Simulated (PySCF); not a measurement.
C3H7O2, SMILES CC(O)[CH]O, doublet (B3LYP/def2-SVP optimised geometry):

```
12

C     -0.048     0.682    -2.159
C      0.049     0.624    -0.625
O      1.337     0.149    -0.223
C     -0.930    -0.329     0.000
O     -0.576    -1.641     0.000
H      0.717     1.357    -2.583
H     -1.033     1.059    -2.475
H      0.091    -0.324    -2.584
H     -0.134     1.641    -0.222
H      2.007     0.533    -0.801
H     -2.007    -0.152    -0.072
H      0.399    -1.641     0.000
```

Calculation: unrestricted B3LYP/def2-TZVP (PySCF).

**Question.** What are the frontier orbital energies (α orbitals alone; a β orbital can be the lowest empty one) and the dipole moment?

**Answer.** HOMO-2 -9.32 eV, HOMO-1 -8.19 eV, HOMO -4.61 eV, LUMO 0.33 eV, LUMO+1 1.53 eV; dipole moment 2.84 D.

On the same geometry unrestricted PBE/def2-TZVP in PySCF gives HOMO-2 -7.96 eV, HOMO-1 -6.74 eV, HOMO -3.42 eV, LUMO -0.18 eV, LUMO+1 1.04 eV; dipole moment 2.70 D.

Meta-Löwdin charges at B3LYP/def2-TZVP: C1 -0.34, C2 0.12, O3 -0.55, C4 -0.01, O5 -0.45, H6 0.10, H7 0.12, H8 0.11, H9 0.10, H10 0.34, H11 0.11, H12 0.35.
